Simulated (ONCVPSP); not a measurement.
# Transferability test, ONCV potential for iodine (I)

ONCVPSP 4.0.1 input, shortened (lines: element, Z, core and valence counts, functional; n l f; lmax; l rc ep ncon nbas qcut; lloc lpopt rc5 dvloc0; l nproj debl; icmod fcfact rcfact), PBE, scalar-relativistic:

```
  I 53.00    8    3        4      upf
    1    0    2.00
    2    0    2.00
    2    1    6.00
    3    0    2.00
    3    1    6.00
    3    2   10.00
    4    0    2.00
    4    1    6.00
    4    2   10.00
    5    0    2.00
    5    1    5.00
    2
    0    1.75    0.00    4    8    3.70
    1    1.55    0.00    4    8    5.30
    2    1.05    0.00    3    8   12.90
    4    5    0.75   -1.00
    0    3    0.80
    1    2    3.50
    2    1    0.50
    3    3.25    1.35
```

Energies are relative to the spin-unpolarised reference configuration 4d10 5s2 5p5; without spin polarisation the order of configurations can differ from experiment.

Problem. Give the all-electron excitation energy and the error of the potential for: 4d10 5s2 5p4; 4d10 5s2 5p3; 4d10 5s2 5p2; 4d9 5s2 5p5.

Solution.

```
valence configuration  charge  ΔE all-electron (eV)  error AE − PS (meV)
         4d10 5s2 5p4      +1                11.131                 -3.4
         4d10 5s2 5p3      +2                30.978                 -9.9
         4d10 5s2 5p2      +3                60.307                  -17
          4d9 5s2 5p5      +1                58.246                 -411
```

Note: ghosts flagged at negative energy: s at -651.1 eV, s at -163.1 eV, p at -89.1 eV; GHOST(+) flags only above 600 eV. A true bound ghost makes a file unfit for plane-wave use.
